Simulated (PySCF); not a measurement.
`C[C@H]1[C@@H](O)C[Si@]1(C)F`, C5H11FOSi

Molfile (atoms numbered from 1):
```
C5H11FOSi
     RDKit          3D

 19 19  0  0  0  0  0  0  0  0999 V2000
   -1.2399    0.2913    1.5649 C   0  0  0  0  0  0  0  0  0  0  0  0
   -0.5657   -0.6752    0.6030 C   0  0  1  0  0  0  0  0  0  0  0  0
   -1.0685   -0.6259   -0.8702 C   0  0  1  0  0  0  0  0  0  0  0  0
   -1.5413    0.6440   -1.2483 O   0  0  0  0  0  0  0  0  0  0  0  0
    0.2701   -0.8630   -1.5980 C   0  0  0  0  0  0  0  0  0  0  0  0
    1.2277   -0.4157   -0.0140 Si  0  0  1  0  0  4  0  0  0  0  0  0
    2.1059    1.2432    0.1786 C   0  0  0  0  0  0  0  0  0  0  0  0
    2.2500   -1.5822    0.4912 F   0  0  0  0  0  0  0  0  0  0  0  0
   -2.3049    0.0726    1.6570 H   0  0  0  0  0  0  0  0  0  0  0  0
   -0.7923    0.2060    2.5519 H   0  0  0  0  0  0  0  0  0  0  0  0
   -1.1198    1.3180    1.2259 H   0  0  0  0  0  0  0  0  0  0  0  0
   -0.6985   -1.6929    0.9787 H   0  0  0  0  0  0  0  0  0  0  0  0
   -1.8322   -1.3867   -1.0887 H   0  0  0  0  0  0  0  0  0  0  0  0
   -2.3094    0.8580   -0.7080 H   0  0  0  0  0  0  0  0  0  0  0  0
    0.3800   -1.8966   -1.9153 H   0  0  0  0  0  0  0  0  0  0  0  0
    0.3579   -0.2263   -2.4726 H   0  0  0  0  0  0  0  0  0  0  0  0
    2.3406    1.4365    1.2211 H   0  0  0  0  0  0  0  0  0  0  0  0
    1.4918    2.0586   -0.1877 H   0  0  0  0  0  0  0  0  0  0  0  0
    3.0385    1.2455   -0.3770 H   0  0  0  0  0  0  0  0  0  0  0  0
  1  2  1  0
  2  3  1  0
  3  4  1  0
  3  5  1  0
  5  6  1  0
  6  7  1  0
  6  8  1  1
  6  2  1  0
  1  9  1  0
  1 10  1  0
  1 11  1  0
  2 12  1  1
  3 13  1  1
  4 14  1  0
  5 15  1  0
  5 16  1  0
  7 17  1  0
  7 18  1  0
  7 19  1  0
M  END
```

Level of theory: TDDFT PBE0/def2-SVPD circular dichroism and optical rotation, one conformer, gas phase (PySCF). Geometry: GFN2-xTB.

The molecule is flexible and this is one conformer; a measurement averages over conformers. States above about 7.4 eV (minus the energy of the highest occupied orbital) lie near or above the ionisation threshold and depend on the basis.

Stereocentres: C2 S, C3 S, Si6 S.

What is the specific rotation at 633, 589.3, 546, 436, 405, 365, 355 nm?

[α] in deg dm⁻¹ (g/mL)⁻¹:
| λ (nm) | origin-invariant length gauge | modified velocity gauge | length gauge (centre of mass) | isotropic polarisability (au) |
| --- | --- | --- | --- | --- |
| 633 | -20.6 | -17.8 | -20.5 | 87.9 |
| 589.3 | -24.0 | -20.7 | -23.8 | 88.2 |
| 546 | -28.3 | -24.5 | -28.1 | 88.5 |
| 436 | -46.6 | -40.5 | -46.2 | 90.0 |
| 405 | -55.3 | -48.2 | -54.9 | 90.7 |
| 365 | -71.0 | -62.2 | -70.5 | 91.9 |
| 355 | -76.1 | -66.7 | -75.5 | 92.3 |

And for the mirror image at 589.3 nm?

+24.0 deg dm⁻¹ (g/mL)⁻¹ (origin-invariant length gauge): the same size and the opposite sign.

What is the molar rotation [Φ] = [α]·M/100 of the geometry above at 589.3 nm?

With M = 134.22 g/mol, -32.2 deg cm² dmol⁻¹ (origin-invariant length gauge).

The first excitation lies at 6.47 eV (192 nm) with R = -3.0 × 10⁻⁴⁰ esu² cm² (velocity form).
